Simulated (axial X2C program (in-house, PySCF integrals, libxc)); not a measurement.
**TiB: properties at the nuclei**

Calculated with an in-house all-electron X2C program for linear molecules (integrals from PySCF): two-component X2C with atomic mean-field Coulomb and Gaunt terms, Gaussian nuclei, basis Ti dyall-cv3z, B dyall-v3z with contracted cores.

R = 2.025 Å (near the PBE0 minimum at charge 0 of the determinant lowest at the starting distance; the state shown can have its own minimum elsewhere).

Input and command:
```json
{"zs": [22, 5], "q": 0, "bas": ["dyall-cv3z", "dyall-v3z"], "r0": 2.21, "levels": ["PBE0", "HF", "r2SCAN", "BHandHLYP", "TPSSh"], "nst": 3}
```
```bash
python soeom.py task.json out
```

Keys: zs atomic numbers; q charge; bas basis sets; r0 starting distance in Å; levels methods; nst determinants followed.

Determinant lowest in the PBE0 search, Ω = 1/2 (⟨Sz⟩ = 2.50, ⟨Lz⟩ = -2.00 at PBE0), spin on the atoms Ti 1.70, B 0.80:

```csv
level,Eeff magnitude (GV/cm),Ws magnitude Ti (kHz),A∥/gI Ti (MHz),qzz Ti (a.u.),A∥/gI B (MHz),qzz B (a.u.),μ (D)
PBE0,0.24,0.148,777,-0.41,71.6,-0.11,-3.54
HF,0.551,0.413,385,-0.25,52,0.26,-2.92
r2SCAN,0.337,0.226,856,-0.52,92.3,-0.12,-3.29
BHandHLYP,0.274,0.173,806,-0.27,110,-0.04,-3.95
TPSSh,0.24,0.151,682,-0.47,99.2,-0.11,-3.42
```

Eeff is the effective electric field on the electron electric dipole moment in this Ω state and Ws the scalar–pseudoscalar constant of the nucleus named (defined with the proton number Z and per Ω); A∥ (defined per Ω) follows by multiplying with gI = μI/(I μN); qzz is the electric field gradient, eQq0 = 234.96 MHz × Q/barn × qzz; μ is positive if the B end (last atom) is positive. The operators were transformed with the bare-nucleus X2C matrices; with these basis sets, hyperfine constants and field gradients can be off by tens of per cent, and where levels differ in sign neither size nor sign is settled.

Each state is one determinant with collinear spin, which with several unpaired electrons need not be a pure state. Unrestricted Hartree–Fock can overshoot spin polarisation at the nuclei. With several open shells hyperfine constants can be off by a factor of several. Where Eeff spreads by more than a factor of two the levels disagree and none is to be relied on. The search compared states at one distance, so a state with another bond length can lie lower. Further determinants of the search, some of them spin-mixed, are not shown. Where a field gradient or hyperfine factor spreads by more than a factor of two over the levels, a constant derived from it is not to be relied on.
